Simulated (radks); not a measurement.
Values are calculated unless marked as measured or tabulated.
Excited configurations of neutral platinum: one electron is placed in a higher orbital outside [Xe] 4f14 5d9. The ground configuration is [Xe] 4f14 5d9 6s1. Level of theory: scalar-relativistic Kohn-Sham, r2SCAN, spin-unpolarised, spherical densities, finite nucleus; meta-GGA in the generalised Kohn-Sham scheme; Fermi nuclear charge, rms radius 5.427 fm (a radial shooting solver on a logarithmic mesh with Libxc functionals). Excitation = E - E(ground); binding = E(ion) - E, where the ion is the core of charge +1; n* = 1/sqrt(2 binding) in atomic units, and the quantum defect is n - n*.

outer orbital	excitation (eV)	binding (eV)	n*	quantum defect	eigenvalue (eV)	<r> (bohr)
5f	8.148	0.841	4.021	0.979	-0.384	18.51
6p	5.172	3.818	1.888	4.112	-1.692	4.732
6d	7.552	1.438	3.076	2.924	-0.636	11.05
7s	6.479	2.511	2.328	4.672	-1.487	8.413
7p	7.334	1.656	2.867	4.133	-0.949	11.74
7d	8.114	0.876	3.942	3.058	-0.485	21.14

The Delta-SCF ionisation energy is 8.990 eV (NIST Atomic Spectra Database: 8.959 eV, measured). Self-interaction in the functional shifts the binding energies and quantum defects, so they are the method's values and not measured ones. Spin polarisation and multiplet splitting are left out, so open shells lie too high by an amount that depends on their filling. Spin-orbit splitting is averaged out at the scalar-relativistic level.

Beside tabulated values, note that spin-unpolarised runs miss the spin-polarisation part of the exchange energy of open shells.
